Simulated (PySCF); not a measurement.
Task: What does the PBE0-D3(BJ)/def2-SVP structure of InChI=1S/C8H11OP/c1-10(2,9)8-6-4-3-5-7-8/h3-7H,1-2H3 look like in three dimensions?

Result: 
```
atom  x, y, z in Å
C1    -1.7452   -1.1692    1.0930
P2    -1.2053    0.3454    0.2473
C3    -1.9006    0.2259   -1.4270
O4    -1.5600    1.6096    0.9704
C5     0.5931    0.1629    0.0334
C6     1.3830    1.1950    0.5482
C7     2.7701    1.1358    0.4265
C8     3.3694    0.0487   -0.2071
C9     2.5834   -0.9835   -0.7219
C10    1.1972   -0.9277   -0.6027
H11   -1.3006   -1.1731    2.0985
H12   -2.8406   -1.1455    1.1926
H13   -1.4429   -2.0800    0.5557
H14   -2.9978    0.2659   -1.3570
H15   -1.5971   -0.6976   -1.9415
H16   -1.5531    1.0958   -2.0025
H17    0.8826    2.0340    1.0398
H18    3.3868    1.9434    0.8288
H19    4.4573    0.0030   -0.3018
H20    3.0548   -1.8353   -1.2182
H21    0.5895   -1.7420   -1.0096
```

Any rigid rotation of these coordinates is as good. Atoms count from 1 in this order. P2 (phosphoryl phosphorus) is distorted tetrahedral (angles from 105.1° to 114.2°). The 6-membered ring C5–C6–C7–C8–C9–C10 has internal angles of 119.9° to 120.2°; it is planar, 0.00 Å rms from its mean plane, widest ring torsion 0°. Of the pairs four or more bonds apart, O4···H17 is among the closest relative to their van der Waals radii: 2.48 Å, 91 % of the sum of Bondi's values. All 3 C–P bonds measure 1.817 to 1.820 Å.

Bonds between heavy atoms (Å): C1–P2 1.817, P2–C3 1.817, P2=O4 1.499, P2–C5 1.820, C5–C6 1.398, C6–C7 1.394, C7–C8 1.394, C8–C9 1.396, C9–C10 1.392, C5–C10 1.400.

The calculation used PySCF, PBE0-D3(BJ)/def2-SVP geometry optimisation, gas phase.

Point group: Cs (tolerance 0.08 Å). Stationary, but not proved a minimum. The numbers are those of one conformer (C1–P2–C5–C6 -125°).
